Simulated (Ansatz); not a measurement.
Consider the redistribution: `CS[SiH2][SeH]` + `[CH3][GeH]([F])[SH]` → `[CH3][GeH]([F])[SeH]` + `CS[SiH2]S`.

Calculated with Ansatz (gas phase, PBE0-D4/def2-TZVP geometries, no zero-point term in ΔE). CCSD(T)/CBS is the MP2 limit (def2-TZVPP, def2-QZVPP) plus CCSD(T) − MP2 in def2-TZVPP, frozen cores. Functionals use def2-TZVPP. B3LYP here is the variant with VWN-RPA as its local correlation; programs differ in this. For Ge, Se outer-core shells are correlated without core-valence functions, which leaves a few kJ/mol of doubt a bond. Scalar relativity is left out up to krypton. Each species was taken in one conformer, which may not be the lowest.

| level | ΔE (kcal/mol) | difference from CCSD(T)/CBS |
| --- | --- | --- |
| PBE-D4 | -2.4 | -0.3 |
| r2SCAN-D4 | -2.5 | -0.4 |
| B3LYP-D4 | -2.6 | -0.5 |
| PBE | -2.4 | -0.3 |
| r2SCAN | -2.6 | -0.5 |
| PBE0 | -2.4 | -0.3 |
| B3LYP | -2.7 | -0.6 |
| HF/def2-TZVPP | -2.7 | -0.6 |
| MP2/def2-TZVPP | -2.4 | -0.3 |
| SCS-MP2/def2-TZVPP | -2.4 | -0.3 |
| CCSD/def2-TZVPP | -2.4 | -0.3 |
| CCSD(T)/def2-TZVPP | -2.3 | -0.2 |
| HF/def2-QZVPP | -2.7 | -0.6 |
| MP2/def2-QZVPP | -2.2 | -0.1 |
| HF/CBS(def2) | -2.7 | -0.6 |
| MP2/CBS(def2) | -2.1 | 0.0 |
| CCSD(T)/CBS | -2.1 | 0 |

Largest T1 diagnostic among the species: 0.011.
